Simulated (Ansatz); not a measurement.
Computed with Ansatz on PBE0-D4/def2-TZVP structures; ΔE is electronic, products minus reactants. CCSD(T)/CBS adds triple-zeta CCSD(T) − MP2 to the extrapolated MP2 energy (def2 sets, frozen cores). This one scheme is used for every species. DFT in def2-TZVPP. For Br, Ge outer-core shells are correlated without core-valence functions, which leaves a few kJ/mol of doubt a bond. Scalar relativity is left out up to krypton. Each species was taken in one conformer, which may not be the lowest.

Reaction (ligand exchange at a Ge–S bond): `C[S][Ge][F]` + HBr → `[F][Ge][Br]` + CH₃SH

(1) Is it downhill or uphill in electronic energy at CCSD(T)/CBS, and by how much? (Estimate.)

(2) What do these levels give: PBE-D4, BLYP-D4, r2SCANh-D4, r2SCAN0-D4, ωB97X-V, revPBE, BLYP, MP2/def2-SVP, CCSD/def2-SVP, CCSD/def2-TZVPP, MP2/def2-QZVPP, CCSD/CBS(def2)? (Estimate.)

Largest T1 diagnostic among the species: 0.015.

Answers

(1) Computed: Downhill: ΔE = -31.3 kJ/mol.

(2) The calculation gave: PBE-D4 -27.7, BLYP-D4 -29.7, r2SCANh-D4 -30.7, r2SCAN0-D4 -32.6, ωB97X-V -35.8, revPBE -35.0, BLYP -36.5, MP2/def2-SVP -27.3, CCSD/def2-SVP -29.3, CCSD/def2-TZVPP -33.6, MP2/def2-QZVPP -30.9, CCSD/CBS(def2) -35.4 kJ/mol.

From r2SCAN to r2SCAN0 (25 % exact exchange), in def2-TZVPP and without D4, ΔE moves by −3.4 kJ/mol. In def2-TZVPP, CCSD(T) changes the Hartree–Fock value by +21.8 kJ/mol (the triples alone add +4.1 kJ/mol) and MP2 by +21.8 kJ/mol.
